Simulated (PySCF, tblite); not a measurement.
Calculations on `CN(C)[SiH2][O]` [radical], in the order of a workflow; each names the level of the geometry that it ran on. Settings lines and outputs come from a driver script.

C₂H₈NOSi (doublet state).
Atom-mapped SMILES: `[CH3:1][N:2]([CH3:3])[SiH2:4][O:5]` (hydrogens: H6, H7, H8 on C1; H9, H10, H11 on C3; H12, H13 on Si4)

Step 1: GFN2-xTB geometry optimisation, gas phase (tblite 0.8.0) (from a force-field or distance-geometry start)
```json
{"job": {"kind": "relax", "xc": "GFN2-xTB", "basis": "xTB"}, "charge": 0, "multiplicity": 2}
```
```
step      E/eV     max force
  0    -463.79810    5.434
  1    -464.46142    1.771
  2    -464.50587    3.442
...
 70    -465.03842    0.024
 71    -465.03846    0.027
 72    -465.03849    0.020
 73    -465.03852    0.012
 74    -465.03853    0.009
```

Energy lowered by 28.6 kcal/mol over 74 steps; largest atomic force 0.009 eV/Å at the end. «max force» is the largest atomic force in eV/Å.

Step 2: GFN2-xTB harmonic vibrations, gas phase (tblite 0.8.0) (on the GFN2-xTB geometry)
```json
{"job": {"kind": "ir", "xc": "GFN2-xTB", "basis": "xTB"}, "charge": 0, "multiplicity": 2}
```
```
(table of modes left out)
```

33 modes from 65 to 3057 cm⁻¹ (unscaled, harmonic); zero-point energy 61.3 kcal/mol; all wavenumbers are real at this level.

Step 3: UKS B3LYP, pcH-1 on C H N O Si, non-relativistic, mean-field spin-orbit, GIAO (PySCF 2.14.0) (on the GFN2-xTB geometry)
```json
{"job": {"kind": "epr", "basis": "pcH-1"}, "charge": 0, "multiplicity": 2}
```
```
...
E = -500.48604707 Eh   <S^2> = 0.7551 (exact 0.7500)
g shifts (ppm)      1          2          3
  rmc          -191       -191       -191
  gc             -1         39         45
  oz_so           4       4290       8441
  total        -187       4138       8295
hyperfine (MHz)  atom isotope    a_iso     a_fc   dipolar eigenvalues
    0   13C     -22.42     -22.46     -2.73      0.56      2.18
    1   14N      26.54      26.42    -30.71    -30.60     61.31
    2   13C     -25.14     -25.17     -3.46      1.63      1.83
    3  29Si      68.68      68.78     -1.79     -0.19      1.98
    4   17O      -5.56      -4.77    -32.86     16.24     16.62
    5    1H      81.66      81.66     -4.46     -2.80      7.26
    6    1H      82.70      82.69     -4.45     -2.94      7.38
    7    1H       0.97       0.95     -3.61     -3.29      6.89
    8    1H       4.88       4.86     -4.54     -2.62      7.16
    9    1H     131.88     131.87     -4.78     -2.93      7.71
   10    1H      88.17      88.17     -4.90     -2.57      7.48
   11    1H     248.88     248.88     -3.94     -0.91      4.85
   12    1H     235.60     235.60     -4.07     -0.69      4.76
```

⟨S²⟩ 0.755; g_iso 2.0064. rmc, gc and oz_so are the mass-correction, gauge-correction and orbital-Zeeman/spin–orbit parts of the g shift along its three principal axes; a_iso is the isotropic hyperfine coupling and a_fc its Fermi-contact part. The log counts atoms from 0, this text from 1.

Which step took the most CPU time, and about what did each take on one thread, Arm Neoverse V2 (aarch64), shared host?

Step 3, about 99 % of the total. CPU time by step: 1: 0.31 s, 2: 0.25 s, 3: 43 s.

Geometry of the electronic-property runs (GFN2-xTB):
```
atom  x, y, z in Å
C1     0.7486   -1.1399    0.4881
N2     0.0667    0.0095    0.0124
C3     0.7068    1.2489    0.2479
Si4   -1.5259   -0.0167   -0.7947
O5    -2.0648    1.3480   -1.1858
H6     0.9226   -1.0731    1.5692
H7     1.7316   -1.2360    0.0108
H8     0.1623   -2.0312    0.2761
H9     0.1579    2.0274   -0.2739
H10    0.7188    1.4842    1.3201
H11    1.7486    1.2305   -0.0918
H12   -2.2192   -0.8339    0.2300
H13   -1.1583   -1.0174   -1.8261
```

 (This holds for the electronic-property runs.)

One conformer stands for the species.
